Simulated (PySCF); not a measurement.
**Li- (lithium, charge -1) across methods**

[He] 2s2, closed-shell 1S. All numbers are calculated (PySCF 2.14, the non-relativistic Hamiltonian (point nucleus), in dyall-acv3z).

| method | E (hartree) | mean ε 1s (eV) | mean ε 2s (eV) | Σ⟨r²⟩ (bohr²) | ⟨S²⟩ |
| --- | --- | --- | --- | --- | --- |
| PBE0 | -7.4853 | -51.099 | 0.464 | 77.54 | 0.000 |
| wB97X | -7.4999 | -53.419 | -0.714 | 74.81 | 0.000 |
| M06-2X | -7.5018 | -55.043 | 0.093 | 88.13 | 0.000 |
| PBE | -7.4809 | -47.010 | 0.859 | 81.85 | 0.000 |
| B97-3 | -7.5058 | -51.613 | 0.446 | 81.74 | 0.000 |
| LDA | -7.3656 | -46.340 | 0.801 | 84.75 | 0.000 |
| UHF | -7.42822 | -63.201 | -0.394 | 87.32 | 0.000 |
| r2SCAN | -7.4962 | -48.683 | 0.806 | 81.82 | 0.000 |

Question: Estimate the same row for revPBE.

Answer: E (hartree) = -7.5062; mean ε 1s (eV) = -47.088; mean ε 2s (eV) = 0.874; Σ⟨r²⟩ (bohr²) = 81.19; ⟨S²⟩ = 0.000.

The highest occupied level is positive at PBE0, M06-2X, PBE, B97-3, LDA, revPBE, r2SCAN: only the finite basis holds that electron, which in a density functional comes from self-interaction.
